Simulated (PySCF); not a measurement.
# B: excitation energy

B [He] 2s2 2p1 (2P) → B [He] 2s1 2p1 3s1 (4P), as a difference of total energies. All numbers are calculated (PySCF 2.14, the non-relativistic Hamiltonian (point nucleus), in aug-cc-pwCVDZ (5s4p2d, 27 functions)). Correlated levels: valence and next inner shell: nothing frozen. The calculations carry no spin-orbit coupling.

| method | excitation energy (eV) |
| --- | --- |
| UHF | 8.142 |
| MP2 (valence and next inner shell) | 9.079 |
| SCS-MP2 (valence and next inner shell) | 9.311 |
| CCSD (valence and next inner shell) | 9.557 |
| CCSD(T) (valence and next inner shell) | 9.586 |
| CCSDT (valence and next inner shell) | 9.596 |

Problem. How much does correlation contribute at CCSD(T) (valence and next inner shell)?

Solution. 9.586 − (8.142) = 1.444 eV, measured against UHF.

The upper state lies above the first ionisation limit, but in LS coupling its spin forbids autoionisation to the ground ion. A Rydberg-like electron needs more diffuse functions than a valence basis has.

The promoted electron is Rydberg-like, and one or two diffuse shells describe it only roughly, which tends to raise the upper state.
